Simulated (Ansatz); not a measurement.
A ladder of methods for GeSiH6O (SMILES [SiH3][O][GeH3])

GeSiH6O has 9 atoms, charge 0, and is taken as a singlet. As SMILES, `[SiH3][O][GeH3]`. The shape is that of a PBE0-D4/def2-TZVP optimisation.

Each level gives the electronic atomisation energy (eV). The values are calculated. Electronic energies at fixed atoms, without zero-point motion or spin-orbit coupling.

```json
{"level": "revPBE/def2-SVP", "kind": "GGA", "program": "Ansatz", "value (eV)": "26.67", "less CCSD(T)/def2-SVP": "+0.25", "CPU time (all runs)": "6.2 s"}
{"level": "r2SCAN/def2-SVP", "kind": "meta-GGA", "program": "Ansatz", "value (eV)": "27.87", "less CCSD(T)/def2-SVP": "+1.45", "CPU time (all runs)": "12 s"}
{"level": "B3LYP/def2-SVP", "kind": "global hybrid", "program": "Ansatz", "value (eV)": "27.60", "less CCSD(T)/def2-SVP": "+1.18", "CPU time (all runs)": "6.8 s"}
{"level": "HSE06/def2-SVP", "kind": "range-separated hybrid", "program": "Ansatz", "value (eV)": "27.29", "less CCSD(T)/def2-SVP": "+0.87", "CPU time (all runs)": "7.2 s"}
{"level": "wB97M-V/def2-SVP", "kind": "range-separated hybrid", "program": "Ansatz", "value (eV)": "28.22", "less CCSD(T)/def2-SVP": "+1.80", "CPU time (all runs)": "40 s"}
{"level": "RPA@PBE0/def2-SVP", "kind": "RPA", "program": "Ansatz", "value (eV)": "26.03", "less CCSD(T)/def2-SVP": "-0.39", "CPU time (all runs)": "11 s"}
{"level": "MP2/def2-SVP", "kind": "perturbation theory", "program": "Ansatz", "value (eV)": "26.36", "less CCSD(T)/def2-SVP": "-0.06", "CPU time (all runs)": "2.8 s"}
{"level": "CCSD(T)/def2-SVP", "kind": "coupled cluster or CI", "program": "Ansatz", "value (eV)": "26.42", "less CCSD(T)/def2-SVP": "0.00", "CPU time (all runs)": "17 s"}
```

Differences are taken from CCSD(T)/def2-SVP for orientation; it has basis-set and higher-order errors of its own. All-electron rows without a relativistic Hamiltonian named are non-relativistic. The values span 26.03 to 28.22 eV. In the correlated wave-function rows the outer d shell of Ge is correlated, in sets not made for it. Times are those of the runs behind each value, whatever else they computed, on shared processors of several kinds: orders of magnitude only.
